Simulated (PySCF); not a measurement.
# What a mistake does to a calculation on H5NOSi2

Calculated results; nothing here was measured. They come from PySCF 2.14.0, an open-source quantum chemistry program, on an isolated molecule that a program drew, which may never have been made. The molecule is H5NOSi2 (charge 0, singlet), drawn as the SMILES string `O[SiH]=N[SiH3]`.

Each row is a Hartree-Fock (HF) and frozen-core CCSD(T) single point in the cc-pV(D+d)Z basis, meant for a local HF minimum. Run 1 is clean. Each other run has one planted mistake out of seven kinds, and not every kind appears here: one electron removed, one electron added, multiplicity raised by two, geometry at a saddle point, minimal basis STO-3G, one bond length entered in bohr, all coordinates scaled. The reference is restricted for singlets and unrestricted otherwise, and also for a bond in bohr. Adding or removing an electron swaps singlet and doublet. Electrons count all cores. HOMO and LUMO are orbital energies over both spins, the gradient is its largest component, and the lowest frequency (negative if imaginary) is given only where the gradient is small. Bond lengths are over the 8 bonds as drawn. T1 is the CCSD diagnostic: over 0.02 (restricted) or 0.045 (unrestricted) a single reference is doubtful.

Geometry of the clean run:
```xyz
9
H5NOSi2, angstrom
O     1.5422   -0.7907    2.7772
Si    1.7115   -0.5234    1.1906
N     0.6041   -0.3331    0.1323
Si   -0.7174   -0.1449   -0.9011
H     0.6668   -0.8430    3.1373
H     3.1526   -0.4999    0.9674
H    -2.0192   -0.2531   -0.1887
H    -0.6972    1.1832   -1.5647
H    -0.7203   -1.1799   -1.9657
```

```
run  electrons  basis functions  <S^2>  HOMO (eV)  LUMO (eV)  gradient (hartree/bohr)  lowest frequency (cm^-1)  mean bond (Å)  longest bond (Å)      T1  HF (hartree)  CCSD(T) (hartree)                          mistake
  1         48               99  0.000     -10.32       2.63                  3.5e-06                        27         1.4642             1.688  0.0153    -710.15254         -710.75038                         no fault
  2         48               33  0.000      -6.40       7.97                  5.5e-02                         -         1.4642             1.688  0.0178    -701.63968         -701.87208             minimal basis STO-3G
  3         47               99  0.763     -16.81      -6.23                  9.4e-02                         -         1.4642             1.688  0.0283    -709.85510         -710.41401             one electron removed
  4         48               99  0.785      -7.89       1.99                  9.4e-03                         -         1.6293             2.806  0.0480    -710.03964         -710.63051  one bond length entered in bohr
  5         49               99  0.767       1.17       8.47                  9.2e-02                         -         1.4642             1.688  0.0162    -710.08181         -710.69081                                ?
```

**Which mistake was planted in run 5, and what did it cost?**

It counts 49 electrons, one more than the clean run, at the same geometry and basis. So the mistake is: one electron added. Subtracting run 1 and multiplying by 627.51 kcal/mol a hartree, the energy moved by 44.4 kcal/mol in HF and 37.4 kcal/mol in CCSD(T).

Cautions from the logs. Run 4: T1 is over the limit, so its CCSD(T) energy is less reliable; run 5: the HOMO is above zero, so the electron isn't bound and the energy depends on the basis.
